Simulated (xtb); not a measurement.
BiBr3, triplet, geometry from GFN2-xTB (such geometries of metal compounds can be far from the true shape) (a higher spin typed on purpose: for a closed-shell molecule this is an excited state), atoms displaced at random by about 0.1 Å a coordinate; GFN2-xTB (xtb).

The xtb input:
```
$ xtb mol.xyz --gfn 2 --uhf 2 --opt sloppy --json

# file mol.xyz
4

Bi     0.03148769     0.15219730     0.03791147
Br    -1.65771690    -2.07035276     0.02354199
Br    -0.56371542     3.31436809    -0.36537020
Br     2.10306604    -1.36948563    -0.00392750
```

Task: Predict the main parts of the log of this xtb run.

Result: 
```
   ID    Z sym.   atoms
    1   83 Bi     1
    2   35 Br     2-4

           -------------------------------------------------
          |                Calculation Setup                |
           -------------------------------------------------

           -------------------------------------------------
          |                 G F N 2 - x T B                 |
           -------------------------------------------------

          ...................................................
          :                      SETUP                      :
          :.................................................:
          :  # basis functions                  34          :
          :  # atomic orbitals                  31          :
          :  # shells                           11          :
          :  # electrons                        26          :
          :  max. iterations                   250          :
          :  Hamiltonian                  GFN2-xTB          :
          :  restarted?                      false          :
          :  GBSA solvation                  false          :
          :  PC potential                    false          :
          :  electronic temp.          300.0000000     K    :
          :  accuracy                    1.0000000          :
          :  -> integral cutoff          0.2500000E+02      :
          :  -> integral neglect         0.1000000E-07      :
          :  -> SCF convergence          0.1000000E-05 Eh   :
          :  -> wf. convergence          0.1000000E-03 e    :
          :  Broyden damping             0.4000000          :
          :  net charge                          0          :
          :  unpaired electrons                  2          :
          ...................................................

 iter      E             dE          RMSdq      gap      omega  full diag
   1    -14.5340078 -0.145340E+02  0.173E+01    2.89       0.0  T
   2    -14.5309979  0.300992E-02  0.116E+01    2.27       1.0  T
   3    -14.6069795 -0.759816E-01  0.968E+00    2.05       1.0  T
   4    -14.6552015 -0.482220E-01  0.519E+00    2.18       1.0  T
   5    -14.5659538  0.892477E-01  0.559E+00    2.24       1.0  T
   6    -14.6412564 -0.753027E-01  0.617E+00    2.17       1.0  T
   7    -14.6636646 -0.224082E-01  0.373E+00    2.21       1.0  T
   8    -14.6607205  0.294410E-02  0.237E+00    2.21       1.0  T
   9    -14.6708350 -0.101145E-01  0.222E+00    2.21       1.0  T
[...]
         :: total energy             -14.670310200095 Eh    ::
 * total energy  :   -14.6703102 Eh     change       -0.1846356E-08 Eh
 * total energy  :   -14.6589718 Eh     change        0.1133842E-01 Eh
 * total energy  :   -14.6714361 Eh     change       -0.1246433E-01 Eh
 * total energy  :   -14.6660110 Eh     change        0.5425148E-02 Eh
 * total energy  :   -14.6730466 Eh     change       -0.7035639E-02 Eh
 * total energy  :   -14.6731716 Eh     change       -0.1249796E-03 Eh
 * total energy  :   -14.6732043 Eh     change       -0.3276158E-04 Eh
   *** GEOMETRY OPTIMIZATION CONVERGED AFTER 7 ITERATIONS ***
         :: total energy             -14.673204342942 Eh    ::
[...]
        24                          0.0168059               0.4573
        25                          0.0171108               0.4656
       ...                                ...                  ...
        31                          0.2420791               6.5873
      -------------------------------------------------------------
                  HL-Gap            0.1117416 Eh            3.0406 eV
             Fermi-level           -0.3702079 Eh          -10.0739 eV

     #   Z          covCN         q      C6AA      α(0)
     1  83 Bi       2.128     0.636   470.586    42.566
     2  35 Br       0.838    -0.207   190.562    22.257
     3  35 Br       0.455    -0.223   181.761    21.700
     4  35 Br       0.838    -0.207   190.549    22.256

 Mol. C6AA /au·bohr⁶  :       3917.539204
 Mol. C8AA /au·bohr⁸  :     335929.389181
 Mol. α(0) /au        :        108.778678

Wiberg/Mayer (AO) data.
largest (>0.10) Wiberg bond orders for each atom

 ---------------------------------------------------------------------------
     #   Z sym  total        # sym  WBO       # sym  WBO       # sym  WBO
 ---------------------------------------------------------------------------
     1  83 Bi   1.900 --     4 Br   0.901     2 Br   0.897     3 Br   0.103
     2  35 Br   0.927 --     1 Bi   0.897
     3  35 Br   0.103 --     1 Bi   0.103
     4  35 Br   0.931 --     1 Bi   0.901
 ---------------------------------------------------------------------------

Topologies differ in total number of bonds
Writing topology from bond orders to xtbtopo.mol

molecular dipole:
                 x           y           z       tot (Debye)
 q only:       -0.011       0.015       0.007
   full:       -0.263       1.500      -0.079       3.875
molecular quadrupole (traceless):
                xx          xy          yy          xz          yz          zz
 q only:        0.890       1.810     -10.324      -0.116       1.190       9.434
  q+dip:       -5.296       0.804     -10.897      -0.010       1.283      16.194
   full:       -4.193       0.787      -9.696      -0.007       1.081      13.888

optimized geometry written to: xtbopt.xyz

           -------------------------------------------------
          | TOTAL ENERGY              -14.673204342942 Eh   |
          | GRADIENT NORM               0.000342512834 Eh/α |
          | HOMO-LUMO GAP               3.040643595913 eV   |
           -------------------------------------------------

normal termination of xtb
```
